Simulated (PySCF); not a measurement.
## Dipole response of Al²⁺ (aluminium, charge +2)

[Ne] 3s1, 2S determinant. All numbers are calculated (PySCF 2.14, no relativity, point nucleus, in aug-cc-pV(5+d)Z (8s7p6d4f3g2h, 136 functions)). Coupled (time-dependent) response in atomic units; α is the mean over directions.

```csv
method,mean α (bohr³),C₆ (like pair),S(−4)
UHF,15.43,43.97,271.3
PBE,13.64,36.57,214.7
PBE0,14.18,38.70,231.5
B97-3,13.98,37.91,224.6
```

S(−4) is the Cauchy moment in α(ω) = α(0) + S(−4) ω² + …

α(iu) at PBE0:

```json
{"u (hartree)": "0", "α(iu) (bohr³)": "14.18"}
{"u (hartree)": "0.0500", "α(iu) (bohr³)": "13.62"}
{"u (hartree)": "0.100", "α(iu) (bohr³)": "12.20"}
{"u (hartree)": "0.200", "α(iu) (bohr³)": "8.636"}
{"u (hartree)": "0.300", "α(iu) (bohr³)": "5.871"}
{"u (hartree)": "0.500", "α(iu) (bohr³)": "3.013"}
{"u (hartree)": "0.750", "α(iu) (bohr³)": "1.655"}
{"u (hartree)": "1.00", "α(iu) (bohr³)": "1.088"}
{"u (hartree)": "1.50", "α(iu) (bohr³)": "0.6330"}
{"u (hartree)": "2.00", "α(iu) (bohr³)": "0.4494"}
{"u (hartree)": "3.00", "α(iu) (bohr³)": "0.2875"}
{"u (hartree)": "5.00", "α(iu) (bohr³)": "0.1605"}
```

For an ion, C₆ is the dispersion term alone; charge-induced terms of lower order in 1/R come first.
